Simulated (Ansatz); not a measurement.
H2S (SMILES S) at its CCSD(T)/cc-pV(Q+d)Z minimum, average atomic masses, point group C2v.
(charge 0, multiplicity 1):
```csv
atom,x (Å),y (Å),z (Å)
S,-0.0002,0.0548,0.0000
H,-0.9618,-0.8751,0.0000
H,0.9680,-0.8683,0.0000
```

Frozen-core correlation.

Programs: Ansatz (a program for electronic structure). Each number belongs to the level named beside it.

Harmonic frequencies (cm⁻¹): 1211 2726 2742.

### Question
Work out the rotational constants, the zero-point energy, and the ideal-gas entropy and heat capacity at 298.15 K and 1 bar (rigid rotor, harmonic oscillator).

### Answer

Principal moments 1.628, 1.877, 3.505 u Å² give 16.8576/I = 10.35, 8.981, 4.809 cm⁻¹. Zero point: Σω/2 = 3340 cm⁻¹ = 9.55 kcal/mol. Translation R(1.5 ln M + 2.5 ln T − 1.1517) with M = 34.076 u: 152.86 J/(mol K). Rotation with σ = 2: q = 125.0, S = R(ln q + 3/2) = 52.62. Vibration, summed over R(u/(eᵘ − 1) − ln(1 − e⁻ᵘ)) with u = 1.43878ω/T: 0.17, of which the lowest mode gives 0.17. S° = 205.6 J/(mol K); C_p = 4R + 0.83 = 34.09 J/(mol K).
